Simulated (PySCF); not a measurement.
# Pt⁻ (platinum, charge -1) across methods

[Xe] 4f14 5d9 6s2, 2D determinant. Computed with PySCF 2.14 in def2-QZVPPD with the def2 core potential (60 electrons), with scalar relativity through the core potential.

```json
{"method": "PBE", "E (hartree)": "-119.3766", "mean ε 5d α (eV)": "0.551", "mean ε 6s β (eV)": "0.794", "mean ε 5d β (eV)": "1.128", "Σ⟨r²⟩ (bohr²)": "70.59", "⟨S²⟩": "0.753"}
{"method": "r2SCAN", "E (hartree)": "-119.3780", "mean ε 5d α (eV)": "0.311", "mean ε 6s β (eV)": "0.636", "mean ε 5d β (eV)": "0.995", "Σ⟨r²⟩ (bohr²)": "69.60", "⟨S²⟩": "0.756"}
{"method": "PW91", "E (hartree)": "-119.4339", "mean ε 5d α (eV)": "0.517", "mean ε 6s β (eV)": "0.753", "mean ε 5d β (eV)": "1.087", "Σ⟨r²⟩ (bohr²)": "70.40", "⟨S²⟩": "0.753"}
{"method": "LDA", "E (hartree)": "-119.1567", "mean ε 5d α (eV)": "0.421", "mean ε 6s β (eV)": "0.526", "mean ε 5d β (eV)": "1.008", "Σ⟨r²⟩ (bohr²)": "70.28", "⟨S²⟩": "0.752"}
{"method": "TPSSh", "E (hartree)": "-119.2928", "mean ε 5d α (eV)": "0.014", "mean ε 6s β (eV)": "0.614", "mean ε 5d β (eV)": "0.596", "Σ⟨r²⟩ (bohr²)": "70.18", "⟨S²⟩": "0.753"}
{"method": "UHF", "E (hartree)": "-118.41304", "mean ε 5d α (eV)": "-5.082", "mean ε 6s β (eV)": "-0.715", "mean ε 5d β (eV)": "-4.046", "Σ⟨r²⟩ (bohr²)": "73.74", "⟨S²⟩": "0.760"}
{"method": "PBEsol", "E (hartree)": "-119.2160", "mean ε 5d α (eV)": "0.556", "mean ε 6s β (eV)": "0.748", "mean ε 5d β (eV)": "1.145", "Σ⟨r²⟩ (bohr²)": "70.24", "⟨S²⟩": "0.753"}
{"method": "PBE0", "E (hartree)": "-119.3203", "mean ε 5d α (eV)": "-1.021", "mean ε 6s β (eV)": "0.218", "mean ε 5d β (eV)": "-0.301", "Σ⟨r²⟩ (bohr²)": "70.54", "⟨S²⟩": "0.753"}
{"method": "B3LYP", "E (hartree)": "-119.3841", "mean ε 5d α (eV)": "-0.716", "mean ε 6s β (eV)": "0.183", "mean ε 5d β (eV)": "-0.029", "Σ⟨r²⟩ (bohr²)": "70.90", "⟨S²⟩": "0.753"}
```

Energies and moments cover only the electrons outside the core potential. Spin-orbit coupling, absent here, splits the open shell strongly.

The highest occupied level is positive at PBE, r2SCAN, PW91, LDA, TPSSh, PBEsol, PBE0, B3LYP: only the finite basis holds that electron, which in a density functional comes from self-interaction.
